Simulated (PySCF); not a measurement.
GeClI, SMILES [Cl][Ge][I] (connectivity only; charge and spin as stated), neutral, multiplicity 1. Heavy atoms are numbered as in [Ge:1]([Cl:2])[I:3].

Geometry optimised at B3LYP-D3(BJ)/def2-TZVP. The def2 effective core potentials stand for the cores of I; spin–orbit coupling is left out.

All values below come from B3LYP/def2-TZVPD run with PySCF.

Mulliken values depend strongly on the basis, most of all with diffuse functions as here. ESP charges are fitted to the potential on shells at 1.4 to 2.0 van der Waals radii. Atomic charges (e), one atom of each kind:

```
atom  ESP fit  Mulliken
----  -------  --------
Ge1         …      0.47
Cl2         …     -0.32
I3          …     -0.15
```

**Question.** Some entries are withheld; supply them. (Estimate from the structure and the level; the computed values follow.)

**Answer.** 
- Ge1, ESP fit: 0.28
- Cl2, ESP fit: -0.16
- I3, ESP fit: -0.12
